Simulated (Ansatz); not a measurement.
Reaction (formal exchange of groups at the Sn–C bond): `B[CH2][SnH2][F]` + `C=C(N)S` → `C=[C](N)[SnH2][F]` + `BCS`

Program: Ansatz. Geometries: PBE0-D4/def2-TZVP. ΔE: electronic, gas phase. CCSD(T)/CBS adds triple-zeta CCSD(T) − MP2 to the extrapolated MP2 energy (def2 sets, frozen cores). DFT in def2-TZVPP. Elements past krypton have def2 core potentials. For Sn outer-core shells are correlated without core-valence functions, which leaves a few kJ/mol of doubt a bond. Each species was taken in one conformer, which may not be the lowest.

```csv
level,ΔE (eV)
ωB97M-V,0.46
PBE,0.51
SCS-MP2/def2-TZVPP,0.49
CCSD/CBS(def2),0.48
```

Problem. What does CCSD(T)/CBS give? (An estimate is asked.)

Solution. Computed: +0.50 eV. The listed levels differ from it by -0.04, 0.01, -0.01, -0.02 eV.

Largest T1 diagnostic among the species: 0.014.

In def2-TZVPP, CCSD(T) changes the Hartree–Fock value by +0.11 eV (the triples alone add +0.03 eV) and MP2 by +0.16 eV.
